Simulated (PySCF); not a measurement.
Labels have come off several samples. The candidates:

A. `C=C=CC`
B. `C[C@]1([SiH3])C[Si@H]([SiH3])C1`
C. `InChI=1S/CH9O2PSi2/c1-2-6(4)3-5/h6H,4H2,1,5H3/t6-/m1/s1`

Spectrum 1. 1H NMR (300 MHz, computed): δ 5.59 (m, 1H), 5.17 (s, 3H), 3.92 (s, 3H), 0.91 (m, 2H). 13C{1H} NMR (computed): δ 52.2 (CH3).

Spectrum 2. 1H NMR (300 MHz, computed): δ 5.30 (sext, J = 8.1 Hz, 1H), 4.87 (dq, J = 8.3, 4.4 Hz, 2H), 1.80 (dt, J = 8.0, 4.4 Hz, 3H). 13C{1H} NMR (computed): δ 221.3 (C), 91.0 (CH), 77.8 (CH2), 18.0 (CH3).

Spectrum 3. 1H NMR (300 MHz, computed): δ 5.24 (m, 1H), 3.82 (s, 3H), 3.64 (d, 3H), 1.91 (m, 2H), 1.54 (s, 3H), 1.00 (m, 2H). 13C{1H} NMR (computed): δ 32.9 (CH3), 25.5 (C), 21.3 (CH2).

Calculated, not measured (PySCF): σ from GIAO-PBE0/pcSseg-1, geometry: GFN2-xTB, B3LYP/pcJ-1 coupling constants (spin–dipole term left out of most H,H and C,H couplings). Single conformer, relativity neglected, no solvent, one averaged value for each set of equivalent atoms.

Chemical shifts δ = σref − σ; 1H (σ = 31.72 ppm) and 13C (σ = 186.93 ppm) against TMS, all at this level. Multiplet labels drop J under 1 Hz and among equivalent protons, and merge close values. Unscaled 3J(H,H) run several per cent high. Splittings of carbon signals by F and P are missing where no couplings were computed. Where no couplings were computed, multiplicities follow the n + 1 count of equivalent neighbours, and m marks all less simple cases (inequivalent or close neighbours, rings, F or P nearby). Shifts are as computed. Against solution values, carbons near 30 ppm lie about +3 ppm off and those near 130 ppm about +5 ppm. Of 1211 compounds with measured shifts, 218 miss one by over three times the rms of a fit or turn the order of signals round; such compounds aren't used in these exercises.

Match each spectrum to its structure.

Results:

1–C, 2–A, 3–B.

- Spectrum 1 (C): a single 13C signal, at 52.2 ppm (methyl carbon bonded to O); δH 3.92 is the hydrogen on a methyl carbon bonded to O; δH 5.59 is the hydrogen on a silicon bonded to 2 O, P.
- Spectrum 2 (A): 4 13C signals; δC 221.3 is a central carbon of an allene; δC 18.0 is an allylic methyl carbon.
- Spectrum 3 (B): 3 13C signals; δC 32.9 is a methyl carbon; δC 25.5 is a fully substituted sp3 carbon bonded to Si.
